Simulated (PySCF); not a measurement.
C3H7InO (SMILES C=[CH][In]([CH3])[OH]), singlet, at a GFN2-xTB geometry (such geometries of metal compounds can be far from the true shape) (all electrons, no relativity), with bond 5-2 at 2.4 times its length; CASCI(6,6)+NEVPT2/STO-3G in PySCF.

Here is a job for PySCF.
```python
from pyscf import gto, scf, mcscf, mrpt
import numpy

mol = gto.M(
    atom='''
In    0.16031219    0.01237711    0.20286334
C     1.75212666   -0.14461263    1.75531925
H     1.87846004   -1.17533587    2.07741051
H     1.39050123    0.46902157    2.57592946
H     4.01698940    0.78480897    0.85210961
C    -0.23270216   -0.82068495   -1.83921095
C    -1.33304992   -0.54143501   -2.51113139
H     0.52165223   -1.47125158   -2.26320591
H    -1.53119570   -0.94075593   -3.50048851
H    -2.10236794    0.10717773   -2.10732200
O    -1.22803504    1.22115559    0.88717105
H    -2.00213408    1.43317039    0.37116107
''',
    basis='sto-3g',
    verbose=4,
)

mf = scf.RHF(mol)
mf.kernel()
mc = mcscf.CASCI(mf, 6, 6)
mc.fix_spin_(ss=0.0)
mc.kernel()
occ = numpy.linalg.eigvalsh(mc.fcisolver.make_rdm1(mc.ci, mc.ncas, mc.nelecas))[::-1]
ss = mc.fcisolver.spin_square(mc.ci, mc.ncas, mc.nelecas)[0]
print('natural occupations', occ.round(4), ' <S^2>', round(ss, 4))
e2 = mrpt.NEVPT(mc).kernel()
print('E(NEVPT2) = %.10f' % (mc.e_tot + e2))
```

Q: Write the output that PySCF gives for this input, abridged.

A: 
```
PySCF version 2.14.0

[INPUT] verbose = 4
[INPUT] num. atoms = 12
[INPUT] num. electrons = 82
[INPUT] charge = 0
[INPUT] spin (= nelec alpha-beta = 2S) = 0
[INPUT] symmetry False subgroup None
[INPUT] Mole.unit = angstrom
[INPUT] Symbol           X                Y                Z      unit          X                Y                Z       unit  Magmom
[...]
nuclear repulsion = 438.463860351633
number of shells = 30
number of NR pGTOs = 162
number of NR cGTOs = 54
basis = sto-3g
ecp = {}

******** <class 'pyscf.scf.hf.RHF'> ********
method = RHF
initial guess = minao
damping factor = 0
level_shift factor = 0
DIIS = <class 'pyscf.scf.diis.CDIIS'>
diis_start_cycle = 1
diis_space = 8
diis_damp = 0
SCF conv_tol = 1e-09
SCF conv_tol_grad = None
SCF max_cycles = 50
direct_scf = True
direct_scf_tol = 1e-13
Set gradient conv threshold to 3.16228e-05
Initial guess from minao.
init E= -5857.28466245393
[...]
cycle= 1 E= -5872.18644965325  delta_E= -14.9  |g|= 0.779  |ddm|= 4.21
[...]
cycle= 2 E= -5872.38450122827  delta_E= -0.198  |g|= 0.546  |ddm|= 2.79
[...]
cycle= 3 E= -5872.58911574582  delta_E= -0.205  |g|= 0.193  |ddm|= 1.55
[...]
cycle= 4 E= -5872.60888516749  delta_E= -0.0198  |g|= 0.0678  |ddm|= 0.399
[...]
cycle= 5 E= -5872.61163785075  delta_E= -0.00275  |g|= 0.0239  |ddm|= 0.146
[...]
cycle= 6 E= -5872.61233499853  delta_E= -0.000697  |g|= 0.0118  |ddm|= 0.083
[...]
cycle= 7 E= -5872.61251103104  delta_E= -0.000176  |g|= 0.00506  |ddm|= 0.0387
[...]
cycle= 8 E= -5872.61255381108  delta_E= -4.28e-05  |g|= 0.00239  |ddm|= 0.0218
[...]
cycle= 9 E= -5872.61256235453  delta_E= -8.54e-06  |g|= 0.00061  |ddm|= 0.011
[...]
cycle= 10 E= -5872.61256291482  delta_E= -5.6e-07  |g|= 0.000216  |ddm|= 0.00287
[...]
cycle= 11 E= -5872.61256296938  delta_E= -5.46e-08  |g|= 6.2e-05  |ddm|= 0.000798
[...]
cycle= 12 E= -5872.61256297511  delta_E= -5.73e-09  |g|= 1.57e-05  |ddm|= 0.000299
[...]
cycle= 13 E= -5872.61256297548  delta_E= -3.68e-10  |g|= 4.12e-06  |ddm|= 7.84e-05
[...]
Extra cycle  E= -5872.61256297546  delta_E= 1.18e-11  |g|= 2.66e-06  |ddm|= 1.12e-05
converged SCF energy = -5872.61256297546

******** <class 'pyscf.mcscf.casci.CASCI'> ********
CAS (3e+3e, 6o), ncore = 38, nvir = 10
natorb = False
canonicalization = True
sorting_mo_energy = False
******** <class 'pyscf.fci.addons.SpinPenaltyFCISolver'> ********
max. cycles = 200
conv_tol = 1e-08
davidson only = True
linear dependence = 1e-12
level shift = 0.001
max iter space = 12
nroots = 1
pspace_size = 400
[...]
CASCI E = -5872.78008994214  E(CI) = -5.27100041743233  S^2 = 0.0000000
[...]
9 H 1s           0.01499  -0.11519  -0.00521  -0.00067   0.07441
10 O 1s          0.00007  -0.00058  -0.00035   0.00035   0.00202
10 O 2s         -0.01803   0.12259   0.02816  -0.02675  -0.11629
10 O 2px         0.34002  -0.06825   0.01976  -0.00832  -0.06930
10 O 2py         0.44350   0.43479  -0.09714   0.05754   0.14494
10 O 2pz        -0.35252   0.47787   0.00100  -0.00640   0.12821
11 H 1s          0.00375  -0.04733  -0.03492   0.02387   0.08544
               #6
0 In 1s          0.00008
0 In 2s         -0.00035
0 In 3s          0.00096
0 In 4s         -0.00216
0 In 5s          0.08239
0 In 2px        -0.00057
0 In 2py        -0.00094
0 In 2pz         0.00049
0 In 3px         0.00127
0 In 3py         0.00194
0 In 3pz        -0.00102
0 In 4px        -0.01287
0 In 4py        -0.02066
0 In 4pz         0.01093
0 In 5px         0.42503
0 In 5py         0.68576
0 In 5pz        -0.35771
0 In 3dxy        0.00015
0 In 3dyz       -0.00028
0 In 3dz^2       0.00012
0 In 3dxz       -0.00037
0 In 3dx2-y2     0.00015
0 In 4dxy       -0.00641
0 In 4dyz        0.01033
0 In 4dz^2      -0.00466
0 In 4dxz        0.01572
0 In 4dx2-y2    -0.00756
1 C 1s           0.00079
1 C 2s          -0.08011
1 C 2px         -0.07396
1 C 2py         -0.04690
1 C 2pz          0.06748
2 H 1s           0.07388
3 H 1s           0.00953
4 H 1s          -0.00085
5 C 1s           0.00032
5 C 2s          -0.02474
5 C 2px          0.07393
5 C 2py          0.12732
5 C 2pz         -0.10131
6 C 1s          -0.00008
6 C 2s           0.00288
6 C 2px         -0.13571
6 C 2py         -0.25303
6 C 2pz          0.12731
7 H 1s           0.00183
8 H 1s          -0.00854
9 H 1s           0.00665
10 O 1s          0.00031
10 O 2s         -0.01842
10 O 2px        -0.12521
10 O 2py        -0.16832
10 O 2pz         0.11457
11 H 1s          0.01193
<CAS-nat-orb|mo-hf>  39     39       0.99103168
<CAS-nat-orb|mo-hf>  40     40       0.99101729
<CAS-nat-orb|mo-hf>  41     41       0.99791682
<CAS-nat-orb|mo-hf>  42     42       0.97027523
<CAS-nat-orb|mo-hf>  43     44       0.99136868
<CAS-nat-orb|mo-hf>  44     43       0.97546367
Sr    (-1)',   E = -0.00626617161472
Si    (+1)',   E = -0.01095903193585
Sijrs (0)  ,   E = -0.10995959996878
Sijr  (+1) ,   E = -0.02725180113772
Srsi  (-1) ,   E = -0.03816471503640
Srs   (-2) ,   E = -0.00688784521513
Sij   (+2) ,   E = -0.00607917895363
Sir   (0)' ,   E = -0.03057664942043
Nevpt2 Energy = -0.236144993282673
E(NEVPT2) = -5873.0162349354
```
